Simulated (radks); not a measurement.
Results of a calculation; reference values are marked as such.
Task: The mean radii <r> (bohr) of the occupied orbitals of an atom or ion are listed with their occupations. Level of theory: scalar-relativistic Kohn-Sham, exchange-only LDA, spin-polarised, spherical densities, point nucleus (a radial shooting solver on a logarithmic mesh with Libxc functionals).

| orbital | occ. | <r> |
|---|---|---|
| 1s up | 1 | 0.01605 |
| 1s down | 1 | 0.01605 |
| 2s up | 1 | 0.06688 |
| 2s down | 1 | 0.06686 |
| 2p up | 3 | 0.06058 |
| 2p down | 3 | 0.06056 |
| 3s up | 1 | 0.1616 |
| 3s down | 1 | 0.1617 |
| 3p up | 2 | 0.1602 |

Name the element and its charge. Open shells, if any, are filled with parallel spins first.

Result: Z = 82, lead, charge +68: Pb68+ in [Ne] 3s2 3p2. The 1s radius gives Z: for a bare nucleus <r> = (2 gamma + 1)/(2Z) with gamma = sqrt(1 - (Z/c)^2), 0.01587 bohr for Z = 82, and screening makes it slightly larger (0.01605 here). The occupations add up to 14, and the charge is Z minus that.
